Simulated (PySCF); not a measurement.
I₄Si (SMILES I[Si](I)(I)I), singlet, at a GFN2-xTB geometry (core potentials on I). Base run: DF-MN15/def2-SV(P) (PySCF).

Input for PySCF:
```python
from pyscf import gto, scf, dft

mol = gto.M(
    atom='''
I     2.210322   -1.014664    0.441316
Si   -0.000000    0.000000   -0.000000
I    -1.447687   -1.644300   -1.144686
I    -1.042494    0.666866    2.139701
I     0.279859    1.992099   -1.436332
''',
    basis='def2-sv(p)',
    ecp={'I': 'def2-sv(p)'},
    charge=0,
    spin=0,
    verbose=4,
)

mf = dft.RKS(mol)
mf.xc = 'mn15'
mf = mf.density_fit(auxbasis='def2-universal-jkfit')
mf.kernel()
```

Each row names what was changed in the base input (with any setting that the change needs).

| change | ΔE vs base (mEh) | grid points | electrons on the grid | outcome |
|---|---|---|---|---|
| base | 0.000 | 107016 | 114.00000 | converged |
| grids.level = 0 | 165.5 | 12944 | 113.99398 | converged |
| grids.prune = dft.gen_grid.sg1_prune | - | - | - | input refused |
| grids.atom_grid = (50, 194) | 0.066 | 31200 | 114.00003 | converged |
| grids.radi_method = delley | -0.004 | 102000 | 114.00000 | converged |
| grids.level = 7 | 0.003 | 446640 | 114.00000 | converged |
| grids.level = 2 | -0.012 | 68104 | 114.00001 | converged |
| grids.prune = off | 0.000 | 199640 | 114.00000 | converged |
| grids.level = 4 | 0.005 | 155272 | 114.00000 | converged |
| grids.prune = dft.gen_grid.treutler_prune | 0.000 | 106688 | 114.00000 | converged |
| grids.level = 1 | -0.330 | 38520 | 114.00003 | converged |

- grids.prune = dft.gen_grid.sg1_prune: ended with `IndexError: index 53 is out of bounds for axis 0 with size 19`
